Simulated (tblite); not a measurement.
C8H9OP.
Geometry (GFN2-xTB, Å), atoms numbered from 1 in this order:
```
atom  x, y, z in Å
C1    -1.8916    2.7219    1.2739
C2    -1.0159    2.0012    0.8780
C3     0.0299    1.1762    0.4324
P4     1.7584    1.4288    0.8072
C5     2.0786    0.0228   -0.1231
C6     3.3962   -0.6086   -0.4151
O7     0.9973   -0.5745   -0.6572
C8    -0.1392    0.0655   -0.3505
C9    -1.4210   -0.5133   -0.8529
C10   -2.1303   -1.3229    0.2357
H11   -2.6634    3.3439    1.6157
H12    3.4245   -1.6300   -0.0348
H13    3.5700   -0.6488   -1.4909
H14    4.1899   -0.0324    0.0523
H15   -2.0731    0.2994   -1.1788
H16   -1.2006   -1.1559   -1.7073
H17   -1.5011   -2.1430    0.5738
H18   -2.3601   -0.6860    1.0867
H19   -3.0582   -1.7350   -0.1524
```

All values are computed: GFN2-xTB (tblite) harmonic vibrations without scaling, gas phase. Errors from tens to a few hundred cm⁻¹ against measured bands are possible. One conformer, not necessarily the lowest.

Harmonic wavenumbers (cm⁻¹): 30.0, 87.4, 103.8, 105.9, 123.6, 190.0, 220.9, 252.9, 295.0, 329.1, 408.2, 421.6, 453.0, 471.2, 566.2, 622.6, 634.1, 650.2, 676.3, 760.0, 816.4, 933.4, 969.6, 1020.3, 1044.6, 1066.5, 1079.2, 1184.3, 1226.4, 1233.3, 1286.5, 1294.9, 1331.8, 1396.6, 1406.0, 1456.8, 1459.1, 1472.4, 1496.2, 1499.8, 1534.7, 2251.9, 2982.0, 2986.6, 2990.5, 3003.0, 3038.9, 3041.9, 3044.4, 3052.0, 3399.8.

A = 1646, B = 970.4, C = 645.4 MHz; mass 152.039 u (most abundant isotopes); point group C1, symmetry number 1.

Question: What is the zero-point energy?

Answer: ½Σν̃ = 31701 cm⁻¹ = 90.64 kcal/mol.

Question: What is S at 350 K and 1 bar for an ideal gas of classical rigid rotors and harmonic oscillators?

Answer: Translation 41.79, rotation 30.60, vibration 40.42: S = 112.8 cal/(mol K).

Question: And Cp and H(350 K) − H(0)?

Answer: Cp = 47.08 cal/(mol K), of which vibrations give 39.13 (their classical limit is 51 R = 101.3); H(350 K) − H(0) = 10.02 kcal/mol without the zero-point energy, 7.23 from vibrations.

Question: What must be added to the electronic energy to get the Gibbs energy at 350 K and 1 bar?

Answer: ZPE + [H(350 K) − H(0)] − T·S = 90.64 + 10.02 − 39.48 = 61.18 kcal/mol.

Question: How do the functions run with temperature in this model?

Answer: 
```tsv
T (K)	S (cal/(mol K))	Cp (cal/(mol K))	H − H(0) (kcal/mol)	G − H(0) (kcal/mol)	ln q(vib)
50	61.0	14.3	0.53	-2.53	0.77
100	73.0	20.9	1.41	-5.89	2.24
298.15	105.7	42.0	7.71	-23.80	8.38
373.15	115.9	49.2	11.13	-32.11	10.62
500	131.8	59.7	18.06	-47.84	14.29
750	159.0	74.3	34.95	-84.30	21.08
1000	181.7	83.7	54.77	-126.97	27.27
```

q(vib) and H(0) count from the zero-point level.

Question: Blend soft modes into free rotors: weight 1/[1 + (100 cm⁻¹/ν̃)⁴] for the oscillator and the rest for a rotor with moment μB/(μ + B), μ = h/(8π²ν), B = 10⁻⁴⁴ kg m². What vibrational entropy results?

Answer: 37.14 cal/(mol K) in place of 40.42, which changes −T·S at 350 K by +1.15 kcal/mol.

Question: Which modes carry the vibrational entropy at 350 K?

Answer: 30.0 cm⁻¹: 6.15; 87.4 cm⁻¹: 4.03; 103.8 cm⁻¹: 3.69; 105.9 cm⁻¹: 3.66; 123.6 cm⁻¹: 3.35; 190.0 cm⁻¹: 2.53 cal/(mol K); the other 45 give 17.01 together.

Hindered rotation and anharmonicity are outside this model. Other conformers, if any are populated, would add a mixing term that is left out. The structure is chiral; the term R ln 2 for an equal mix with its mirror image is left out.
